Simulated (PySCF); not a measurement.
C3H5ClOSi, SMILES C=C=C(Cl)[SiH2]O.

Geometry: B3LYP-D3(BJ)/def2-SVP. The structure was generated by enumeration, and PubChem lists no compound with its InChIKey, so it may never have been made. One conformer was computed; it need not be the lowest.

Two levels are set side by side: PBE/def2-TZVP (PySCF) and HF/def2-TZVP (PySCF). Same geometry, gas phase. Differences are taken from unrounded values.

```tsv
quantity	HF
orbital gap (eV)	12.84
highest occupied level (eV)	-10.19
lowest empty level (eV)	2.65
dipole moment (D)	2.54
mean polarisability (bohr³)	76.6
```

**Question.** What does PBE give, and how far is it from HF? (An estimate is asked for; the answer gives what the named calculation found.)

**Answer.** 
| quantity | PBE | PBE minus HF |
|---|---|---|
| orbital gap (eV) | 4.23 | -8.62 |
| highest occupied level (eV) | -6.35 | 3.84 |
| lowest empty level (eV) | -2.12 | -4.78 |
| dipole moment (D) | 2.27 | -0.27 |
| mean polarisability (bohr³) | 82.9 | 6.3 |

PBE's occupied levels lie high since its potential decays too fast outside the molecule; exact exchange lowers them and widens the gap. Loosely held outer electrons make PBE densities more polarisable. Differences between two approximate levels are no errors against the true value.

Rough cost on one machine, each run with all the roots and properties that it gave: HF against PBE about 1/2.
